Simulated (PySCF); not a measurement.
Magnetic susceptibility: `InChI=1S/C5H8O3Si/c6-3-8-9(4-7)5-1-2-5/h3-5,9H,1-2H2/t9-/m0/s1`

Cartesian coordinates in Å; atom numbers follow the order of the lines, from 1:
```xyz
17

O    -3.2838    1.3126   -0.6031
C    -3.0947    0.1346   -0.5678
O    -1.9203   -0.4382   -0.4592
Si   -0.4985    0.4425   -0.3145
C    -0.5851    1.3685    1.3736
O     0.3607    1.8838    1.9120
C     0.8025   -0.9085   -0.2756
C     1.9720   -0.7952    0.6701
C     2.1904   -0.6139   -0.7892
H    -3.9001   -0.6173   -0.6256
H    -0.3808    1.4024   -1.4072
H    -1.5755    1.3950    1.8798
H     0.4484   -1.9175   -0.4567
H     2.0269    0.0741    1.3062
H     2.3318   -1.6998    1.1367
H     2.7027   -1.3908   -1.3365
H     2.3963    0.3799   -1.1541
```

Method: PySCF 2.14.0, GIAO PBE0/pcSseg-1 magnetisability, rotational g tensor and spin-rotation constants, non-relativistic, gas phase. Geometry: GFN2-xTB.

(1) What are the magnetisability and the molar susceptibility?

(2) Split it along the inertial axes a, b, c into diamagnetic and paramagnetic parts about the centre of mass, with the quadrupole moment.

(3) And the rotational g tensor?

Results:

(1) Isotropic -1179 × 10⁻³⁰ J/T², or -71.0 × 10⁻⁶ cm³/mol; principal values -1376, -1245, -915 × 10⁻³⁰ J/T², anisotropy 411 × 10⁻³⁰ J/T² (root of half the summed squared differences of the principal values). The susceptibility is in cgs units.

(2) 
```tsv
axis	χ (10⁻⁶ cm³/mol)	diamagnetic (10⁻⁶ cm³/mol)	paramagnetic (10⁻⁶ cm³/mol)	summed x² of all electrons (Å²)	quadrupole Θ (D Å)
a	-63.3	-646.3	582.9	291.1	-0.84
b	-71.7	-1379.0	1307.3	118.4	-3.77
c	-77.9	-1737.7	1659.7	33.9	+4.62
```
Anisotropies 2χaa − χbb − χcc = +22.9 and 2χbb − χaa − χcc = -2.1 × 10⁻⁶ cm³/mol. Θ is traceless in Buckingham's convention.

(3) 
| axis | rotational constant (GHz) | g | nuclear part | electronic part |
| --- | --- | --- | --- | --- |
| a | 2.2151 | -0.0473 | 0.5593 | -0.6066 |
| b | 0.9351 | -0.0155 | 0.5588 | -0.5743 |
| c | 0.7185 | -0.0115 | 0.5488 | -0.5603 |

Asymmetric top; isotopes 12C, 1H, 16O, 28Si; no vibrational averaging.
